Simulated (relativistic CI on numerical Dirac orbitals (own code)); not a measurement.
**Hyperfine structure of Zr34+, mass number 91**

Computed by Dirac-Coulomb-Breit CI, KLI orbitals optimised for each configuration, a model potential for QED, unscaled Slater integrals (own radial code, finite nucleus).

Configuration list (outside the closed core 1s2): 2s²2p², 2s2p³, 2p⁴, 2p³3s, 2p³3p, 2p³3d, 2s²2p3s, 2s²2p3p, 2s²2p3d, 2s2p²3s, 2s2p²3p, 2s2p²3d, 2s²2p4s, 2s²2p4p, 2s²2p4d, 2s²2p4f. Levels of other configurations are missing.

Nuclear spin I = 5/2, μ = -1.3022 μN, Q = -0.176 b (tables of Stone and Pyykkö). The electronic factors are computed for point nuclear moments, without core polarisation or the Bohr-Weisskopf and QED corrections.

```
     Level  E (cm⁻¹)  A (GHz)  B (GHz)
2s²2p² ³P1    661193    10.61    -19.2
2s²2p² ¹D2    756740   -130.1    -24.8
2s²2p² ³P2   1484057    -65.6    -13.4
2s2p³ ⁵S°2   1596946   -302.9    -19.7
2s2p³ ³D°1   1983031    166.3    -31.8
2s2p³ ³D°2   2276477   -239.2    -35.1
2s2p³ ³D°3   2454670   -284.3    0.148
2s2p³ ¹D°2   2793489   -30.96       25
```

Levels with J = 0, under 50 % of one LS term, or S terms without an open s electron are left out. Small factors come from cancelling terms and can be off by tens of per cent or more.

At this charge energies of transitions that change n are usually good to better than 1 %, and those within a shell (Δn = 0) to a few per cent.

(1) Give the hyperfine levels of 2s²2p² ¹D2 relative to its centre of gravity.

Results:

(1) With K = F(F + 1) − I(I + 1) − J(J + 1), E = AK/2 + B[¾K(K + 1) − I(I + 1)J(J + 1)]/[2I(2I − 1)J(2J − 1)]: F = 1/2: 893.4, F = 3/2: 709.4, F = 5/2: 396.5, F = 7/2: -54.53, F = 9/2: -656.7 GHz.

LS names give the leading component of a level, which can be under half, so a name can repeat, a term be missing and a line seem to break the LS rules.
